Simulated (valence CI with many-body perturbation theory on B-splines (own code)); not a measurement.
**E1 line list for Hf LVII**

Level of theory: valence CI with perturbative core correlation (CI+MBPT): six valence electrons over a frozen Dirac-Fock core [Ne], radial functions for each j: 9 s, 9 p, 8 d, 6 f, 3 g, 1 h, with the one-electron correlation potential Σ1 (screened to all orders), the two-electron term Σ2, the three-electron term Σ3, Breit, model QED; selected single and double excitations, second order for the rest, scaled by the run's own slope (own B-spline code, finite nucleus).

The last digits are not significant, and no measured levels were compared; by estimate large intervals hold to a few tenths of a per cent, small ones and those within an open d or f shell to about a per cent. Among the levels kept, up to 970 cm⁻¹ of a level comes from second order outside the variational space, and about a tenth of that is noise between levels of different J, which matters for small intervals.

Lines 51 to 100 of 116 in falling wavelength, among levels below 46.556 Ry, chosen from the strongest by gf and those to the six lowest levels. Wavelengths and rates use the calculated energies. Electric multipoles are in the length gauge with retardation, E1 and E2 with the static RPA response of the core. Weak lines are less certain than strong ones. Lines between different terms over intervals too small for the method are left out, as are lines whose strength nearly cancels. The highest levels of a list are the least certain.

Levels are named by their leading jj configuration (3d3/2^4 stands for four electrons in 3d with j = 3/2), which in mixed levels can hold well under half, so a name can repeat and another be missing. Letters in brackets count levels of one name in rising energy.

| λ vac (nm) | Upper | Lower | A (s⁻¹) | S (a.u.) |
| --- | --- | --- | --- | --- |
| 5.491 | (3s^2 3p1/2^2 3d3/2 3d5/2) J=2 | (3s^2 3p1/2^2 3p3/2 3d5/2) J=3 | 4.39e+09 | 1.79e-03 |
| 5.474 | (3s^2 3p1/2^2 3p3/2 3d3/2) J=2 | (3s^2 3p1/2^2 3p3/2^2) J=2 | 7.99e+09 | 3.23e-03 |
| 5.453 | (3s^2 3p1/2^2 3d3/2^2) J=2 | (3s^2 3p1/2^2 3p3/2 3d3/2) J=3 | 7.14e+09 | 2.86e-03 |
| 5.438 | (3s^2 3p1/2^2 3d3/2^2) J=2 | (3s^2 3p1/2^2 3p3/2 3d3/2) J=1 | 9.73e+09 | 3.86e-03 |
| 5.371 | (3s^2 3p1/2^2 3d3/2 3d5/2) J=4 | (3s^2 3p1/2^2 3p3/2 3d5/2) J=3 | 4.72e+09 | 3.25e-03 |
| 5.304 | (3s^2 3p1/2^2 3d3/2 3d5/2) J=3 | (3s^2 3p1/2^2 3p3/2 3d5/2) J=2 | 7.62e+09 | 3.93e-03 |
| 5.285 | (3s^2 3p1/2^2 3p3/2 3d3/2) J=1 | (3s^2 3p1/2^2 3p3/2^2) J=2 | 1.32e+10 | 2.89e-03 |
| 5.272 | (3s^2 3p1/2^2 3p3/2 3d3/2) J=3 | (3s^2 3p1/2^2 3p3/2^2) J=2 | 1.27e+09 | 6.44e-04 |
| 5.252 | (3s^2 3p1/2^2 3d3/2^2) J=2 | (3s^2 3p1/2^2 3p3/2 3d3/2) J=2 | 8.88e+09 | 3.17e-03 |
| 5.244 | (3s^2 3p1/2 3p3/2^2 3d3/2) J=2 [b] | (3s^2 3p1/2 3p3/2^3) J=2 | 2.41e+09 | 8.58e-04 |
| 5.172 | (3s^2 3p1/2^2 3d3/2 3d5/2) J=3 | (3s^2 3p1/2^2 3p3/2 3d5/2) J=4 | 4.59e+09 | 2.19e-03 |
| 5.071 | (3s^2 3p1/2^2 3d3/2 3d5/2) J=2 | (3s^2 3p1/2^2 3p3/2 3d5/2) J=2 | 7.14e+08 | 2.30e-04 |
| 5.044 | (3s^2 3p1/2 3p3/2^2 3d3/2) J=2 [b] | (3s^2 3p1/2 3p3/2^3) J=1 | 8.29e+07 | 2.63e-05 |
| 4.981 | (3s^2 3p1/2^2 3d3/2 3d5/2) J=1 | (3s^2 3p1/2^2 3p3/2 3d5/2) J=2 | 1.11e+10 | 2.03e-03 |
| 4.958 | (3s^2 3p1/2 3p3/2^2 3d3/2) J=3 [b] | (3s^2 3p1/2 3p3/2^3) J=2 | 2.56e+08 | 1.08e-04 |
| 4.937 | (3s^2 3p1/2^2 3d3/2^2) J=0 | (3s^2 3p1/2^2 3p3/2 3d3/2) J=1 | 3.68e+10 | 2.19e-03 |
| 4.853 | (3s^2 3p1/2^2 3d3/2 3d5/2) J=4 | (3s^2 3p1/2^2 3p3/2 3d5/2) J=4 | 1.99e+10 | 1.01e-02 |
| 4.831 | (3s^2 3p1/2 3p3/2^2 3d3/2) J=2 [c] | (3s^2 3p1/2 3p3/2^3) J=2 | 1.85e+09 | 5.14e-04 |
| 4.738 | (3s^2 3p1/2 3p3/2^2 3d3/2) J=1 [b] | (3s^2 3p1/2 3p3/2^3) J=2 | 3.03e+07 | 4.78e-06 |
| 4.662 | (3s^2 3p1/2 3p3/2^2 3d3/2) J=2 [c] | (3s^2 3p1/2 3p3/2^3) J=1 | 3.52e+08 | 8.81e-05 |
| 4.575 | (3s^2 3p1/2 3p3/2^2 3d3/2) J=1 [b] | (3s^2 3p1/2 3p3/2^3) J=1 | 1.47e+09 | 2.09e-04 |
| 4.519 | (3s^2 3p1/2 3p3/2^2 3d3/2) J=1 [c] | (3s^2 3p1/2 3p3/2^3) J=2 | 1.66e+09 | 2.27e-04 |
| 4.451 | (3s^2 3p1/2 3p3/2^2 3d5/2) J=3 [a] | (3s^2 3p1/2 3p3/2^3) J=2 | 8.21e+08 | 2.50e-04 |
| 4.370 | (3s^2 3p1/2 3p3/2^2 3d3/2) J=1 [c] | (3s^2 3p1/2 3p3/2^3) J=1 | 3.69e+08 | 4.56e-05 |
| 4.221 | (3s^2 3p1/2 3p3/2^2 3d5/2) J=1 | (3s^2 3p1/2 3p3/2^3) J=2 | 4.54e+10 | 5.05e-03 |
| 4.103 | (3s^2 3p1/2^2 3d5/2^2) J=4 | (3s^2 3p1/2^2 3p3/2 3d5/2) J=3 | 2.97e+11 | 9.12e-02 |
| 4.091 | (3s^2 3p1/2 3p3/2^2 3d5/2) J=1 | (3s^2 3p1/2 3p3/2^3) J=1 | 2.95e+10 | 2.99e-03 |
| 4.062 | (3s^2 3p1/2 3p3/2^2 3d5/2) J=0 | (3s^2 3p1/2 3p3/2^3) J=1 | 7.16e+10 | 2.37e-03 |
| 4.056 | (3s^2 3p1/2^2 3d3/2 3d5/2) J=3 | (3s^2 3p1/2^2 3p3/2 3d3/2) J=3 | 2.85e+10 | 6.57e-03 |
| 4.037 | (3s^2 3p1/2^2 3p3/2 3d5/2) J=2 | (3s^2 3p1/2^2 3p3/2^2) J=2 | 1.20e+11 | 1.95e-02 |
| 3.976 | (3s^2 3p1/2 3p3/2^2 3d5/2) J=2 | (3s^2 3p1/2 3p3/2^3) J=2 | 4.33e+09 | 6.72e-04 |
| 3.944 | (3s^2 3p1/2^2 3d3/2 3d5/2) J=3 | (3s^2 3p1/2^2 3p3/2 3d3/2) J=2 | 1.71e+11 | 3.63e-02 |
| 3.918 | (3s^2 3p1/2^2 3d3/2 3d5/2) J=2 | (3s^2 3p1/2^2 3p3/2 3d3/2) J=3 | 1.47e+10 | 2.18e-03 |
| 3.910 | (3s^2 3p1/2^2 3d3/2 3d5/2) J=2 | (3s^2 3p1/2^2 3p3/2 3d3/2) J=1 | 1.33e+11 | 1.97e-02 |
| 3.904 | (3s^2 3p1/2^2 3p3/2 3d5/2) J=1 | (3s^2 3p1/2^2 3p3/2^2) J=0 | 2.37e+11 | 2.09e-02 |
| 3.892 | (3s^2 3p1/2 3p3/2^2 3d5/2) J=3 [b] | (3s^2 3p1/2 3p3/2^3) J=2 | 1.82e+09 | 3.71e-04 |
| 3.861 | (3s^2 3p1/2 3p3/2^2 3d5/2) J=2 | (3s^2 3p1/2 3p3/2^3) J=1 | 1.54e+10 | 2.19e-03 |
| 3.861 | (3s^2 3p1/2^2 3d3/2 3d5/2) J=1 | (3s^2 3p1/2^2 3p3/2 3d3/2) J=0 | 1.18e+11 | 1.01e-02 |
| 3.857 | (3s^2 3p1/2^2 3d3/2 3d5/2) J=1 | (3s^2 3p1/2^2 3p3/2 3d3/2) J=1 | 1.13e+11 | 9.60e-03 |
| 3.857 | (3s^2 3p1/2^2 3d3/2 3d5/2) J=4 | (3s^2 3p1/2^2 3p3/2 3d3/2) J=3 | 2.59e+11 | 6.59e-02 |
| 3.813 | (3s^2 3p1/2^2 3d3/2 3d5/2) J=2 | (3s^2 3p1/2^2 3p3/2 3d3/2) J=2 | 8.73e+10 | 1.20e-02 |
| 3.805 | (3s^2 3p1/2^2 3p3/2 3d5/2) J=3 | (3s^2 3p1/2^2 3p3/2^2) J=2 | 4.51e+11 | 8.58e-02 |
| 3.793 | (3s^2 3p1/2^2 3d5/2^2) J=4 | (3s^2 3p1/2^2 3p3/2 3d5/2) J=4 | 1.04e+11 | 2.53e-02 |
| 3.762 | (3s^2 3p1/2^2 3d3/2 3d5/2) J=1 | (3s^2 3p1/2^2 3p3/2 3d3/2) J=2 | 1.76e+10 | 1.39e-03 |
| 3.683 | (3s^2 3p1/2^2 3p3/2 3d5/2) J=1 | (3s^2 3p1/2^2 3p3/2^2) J=2 | 4.78e+10 | 3.54e-03 |
| 3.183 | (3s^2 3p3/2^4) J=0 | (3s^2 3p1/2^2 3p3/2 3d3/2) J=1 | 4.63e+08 | 7.37e-06 |
| 3.156 | (3s^2 3p1/2^2 3d5/2^2) J=4 | (3s^2 3p1/2^2 3p3/2 3d3/2) J=3 | 5.36e+08 | 7.49e-05 |
| 2.582 | (3s 3p1/2^2 3p3/2^3) J=2 | (3s^2 3p1/2^2 3p3/2^2) J=2 | 6.78e+11 | 2.88e-02 |
| 2.576 | (3s 3p1/2^2 3p3/2^3) J=1 | (3s^2 3p1/2^2 3p3/2^2) J=0 | 2.72e+11 | 6.88e-03 |
| 2.478 | (3s 3p1/2^2 3p3/2^3) J=1 | (3s^2 3p1/2^2 3p3/2^2) J=2 | 5.45e+11 | 1.23e-02 |
